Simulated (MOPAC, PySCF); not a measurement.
CH₃B₂N, SMILES `B1=C(N)B1` (H–N–C–B torsion 178°), neutral singlet in the gas phase. 

Cartesian coordinates (Å):
```xyz
7

N     -1.2134    -0.1601    -0.1337
C     -0.0159     0.4272    -0.3068
B      1.0567     1.2111    -0.6559
B      1.5059    -0.0173     0.0706
H     -1.2637    -0.9488     0.4911
H     -2.0146     0.4498    -0.0963
H      1.9451    -0.9620     0.6310
```
Charge 0, multiplicity 1.

All levels are single points at this geometry (PBE0-D3(BJ)/def2-TZVP); Pople sets use spherical d functions. Orbital energies aren't observables, and empty levels follow the basis.

PBE-D3(BJ)/def2-TZVP in PySCF gives HOMO (eV) = -5.55.

**Question.** Estimate the HOMO (eV) from each of these levels: PBE0-D3(BJ)/def2-TZVP in PySCF; ωB97X-D3(BJ)/def2-TZVP in PySCF; B3LYP/6-311+G** in PySCF; B3LYP/6-31G* in PySCF; M06-2X/6-31G* in PySCF; PBE/6-31G* in PySCF; SVWN5/6-31G* in PySCF; HF/3-21G in PySCF; AM1 in MOPAC; PM3 in MOPAC; PM6 in MOPAC; PM7 in MOPAC.

**Answer.** 
| level | HOMO (eV) |
|---|---|
| PBE0-D3(BJ)/def2-TZVP in PySCF | -6.59 |
| ωB97X-D3(BJ)/def2-TZVP in PySCF | -8.85 |
| B3LYP/6-311+G** in PySCF | -6.39 |
| B3LYP/6-31G* in PySCF | -5.98 |
| M06-2X/6-31G* in PySCF | -7.40 |
| PBE/6-31G* in PySCF | -5.18 |
| SVWN5/6-31G* in PySCF | -5.31 |
| HF/3-21G in PySCF | -8.60 |
| AM1 in MOPAC | -8.02 |
| PM3 in MOPAC | -9.20 |
| PM6 in MOPAC | -8.18 |
| PM7 in MOPAC | -9.37 |
